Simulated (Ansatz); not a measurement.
Be₂Cl₄⁻, 6 atoms. Hardware: 4 threads of Arm Neoverse V1 on a shared host.

Correlated methods freeze 20 core orbitals.

(1) How many basis functions does each of these Ansatz runs have, and roughly what does it cost? CCSD(T)/def2-SVPD, charge -1 doublet, energy, from earlier orbitals; B3LYP-D4/def2-SVPD, charge -1 doublet, relaxation, 5 steps; PBE-D4/def2-SVP, charge -1 doublet, energy with a search over starts; B3LYP-D4/def2-TZVPD, charge -1 doublet, energy, from earlier orbitals; MP2/def2-TZVPD, charge -1 doublet, energy, from earlier orbitals; revPBE-D4/def2-TZVPD, charge -1 doublet, energy, from earlier orbitals; PBE-D4/def2-TZVPD, charge -1 doublet, energy and forces, from earlier orbitals; r2SCAN-D4/def2-TZVPD, charge -1 doublet, energy, from earlier orbitals; PBE0-D4/def2-TZVPD, charge -1 doublet, energy, from earlier orbitals; ωB97M-V/def2-TZVPD, charge -1 doublet, energy, from earlier orbitals.

## Answers

(1) Other jobs shared the machine, so times can vary by a factor of up to 3. A dash marks memory too small to be measured apart from the calling script's.

```tsv
run	functions	fitting or Cholesky vectors	wall time	peak host memory (GiB)
PBE-D4/def2-SVP, charge -1 doublet, energy with a search over starts	90	1048	1.8 s	–
revPBE-D4/def2-TZVPD, charge -1 doublet, energy, from earlier orbitals	228	1434	4.6 s	–
PBE-D4/def2-TZVPD, charge -1 doublet, energy and forces, from earlier orbitals	228	1434	4.9 s	–
MP2/def2-TZVPD, charge -1 doublet, energy, from earlier orbitals	228	1418	5.5 s	0.71
B3LYP-D4/def2-TZVPD, charge -1 doublet, energy, from earlier orbitals	228	1498	8.5 s	0.99
PBE0-D4/def2-TZVPD, charge -1 doublet, energy, from earlier orbitals	228	1546	9 s	1
r2SCAN-D4/def2-TZVPD, charge -1 doublet, energy, from earlier orbitals	228	1434	11 s	–
B3LYP-D4/def2-SVPD, charge -1 doublet, relaxation, 5 steps	132	1398	14 s	–
ωB97M-V/def2-TZVPD, charge -1 doublet, energy, from earlier orbitals	228	1434	22 s	1.2
CCSD(T)/def2-SVPD, charge -1 doublet, energy, from earlier orbitals	132	1288	50 s	1.8
```
